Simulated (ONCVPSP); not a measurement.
What one change does to a pseudopotential (Bi (Z = 83), ONCV)

| Property | Result |
| --- | --- |
| Element | Bi |
| Generator | ONCVPSP 4.0.1 |
| Type | optimised norm-conserving Vanderbilt (ONCV) |
| Functional | LDA (Perdew-Wang 92) |
| Relativity | fully relativistic |
| Frozen core | [Kr] 4d10 4f14 |
| Valence charge | 23 |
| Reference configuration | 5s2 5p6 5d10 6s2 6p3 |
| Partial waves | 5s+6s: rc 1.55 bohr, ncon 4, nbas 9, qcut 10.1 1/bohr, 2 projectors; 5p+6p: rc 1.50 bohr, ncon 5, nbas 9, qcut 8.4 1/bohr, 2 projectors; 5d: rc 1.25 bohr, ncon 5, nbas 9, qcut 8.4 1/bohr, 2 projectors, debl 1.2 Ha |
| Local potential | polynomial inside 0.85 bohr (lpopt 2, dvloc0 3 Ha) |
| Core correction | Teter function, fcfact 2.25, rcfact 1.15 |

Open shells are filled in proportion to 2j + 1.

All-electron outer shells of the reference configuration (LDA (PZ), scalar-relativistic, ld1.x):

```
shell  level (eV)  outermost node (bohr)  outermost maximum (bohr)
   4d     -429.90                   0.19                      0.38
   5s     -158.02                   0.44                      0.77
   4f     -152.95                      –                      0.34
   5p      -95.96                   0.48                      0.86
   5d      -27.18                   0.51                      1.03
   6s      -14.76                   0.98                      1.86
   6p       -4.77                   1.14                      2.44
```

Change: d: rc 0.96.

Cutoffs: the cutoffs (Ha) at which the residual kinetic energy of the hardest occupied pseudo-wave falls to 1 and 0.1 mHa per electron; they do not see the model core or the augmentation charge, which bear on the density cutoff. Errors are all-electron minus pseudo energies relative to the spin-unpolarised reference configuration.

Problem. How do hardness, ghosts and transferability respond?

Solution. The potential gets harder (32 Ha and 107 Ha → 284 Ha and 330 Ha); a bound ghost appears in d, which as a rule spoils a file; the errors of the 4 common tests hardly move. A smaller radius makes the pseudo-wave follow the all-electron one further in, where it bends more sharply, so more plane waves are needed.

```tsv
quantity	base	changed
cutoff, loose	32 Ha	284 Ha
cutoff, tight	107 Ha	330 Ha
loose cutoff by channel	s 32 Ha, p 28 Ha, d 27 Ha	s 32 Ha, p 28 Ha, d 284 Ha
bound ghosts	none	d5/2, d3/2
GHOST(+) flags under 300 eV	none	none
error for 5s2 5p6 5d10 6s2 6p2, meV [ΔE 8.30 eV]	+0.4	+0.4
error for 5s2 5p6 5d10 6s2 6p1, meV [ΔE 24.04 eV]	+0.6	+0.6
error for 5s2 5p6 5d10 6s2 6p0, meV [ΔE 47.97 eV]	+0.3	+0.3
error for 5s2 5p6 5d10 6s1 6p4, meV [ΔE 9.95 eV]	-1.2	-1.2
s: phases at 1.57 bohr within 0.05 rad from the reference energy up to (Ha; the scan ends near 5)	to the end of the scan	to the end of the scan
p3/2: phases at 1.53 bohr within 0.05 rad from the reference energy up to (Ha; the scan ends near 5)	to the end of the scan	to the end of the scan
p1/2: phases at 1.53 bohr within 0.05 rad from the reference energy up to (Ha; the scan ends near 5)	to the end of the scan	to the end of the scan
rms error of d²Exc/dni dnj with the model core, mHa	5.91	5.94
```

 A true bound ghost makes a file unfit for plane-wave use even where its test errors are small: the radial tests pick states by their node count and pass the ghost by.
